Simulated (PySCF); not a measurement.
## Ionisation energy of C(2+) by level of theory

C(2+) [He] 2s2 (1S) → C(3+) [He] 2s1 (2S), as a difference of total energies. Computed with PySCF 2.14 in aug-cc-pCVTZ-DK with one added diffuse shell each of s, p, d, f type (8s7p5d3f, 75 functions), with scalar relativity by spin-free X2C-1e. Correlated levels: valence: 1s2 frozen; valence and next inner shell: nothing frozen. The calculations carry no spin-orbit coupling.

Problem. Order these methods by the ionisation energy they give, lowest first.
A. r2SCAN0
B. MP2 (valence and next inner shell)
C. SCS-MP2 (valence)
D. LDA

Solution. A (46.717 eV), D (46.970 eV), B (47.067 eV), C (47.244 eV).

Errors of the correlated levels include the incompleteness of this basis and the frozen core.

MP2 underrates the near-degeneracy of ns² with np² in the lower species.

For comparison: 47.888 eV (measured; NIST Atomic Spectra Database, ionization energies).
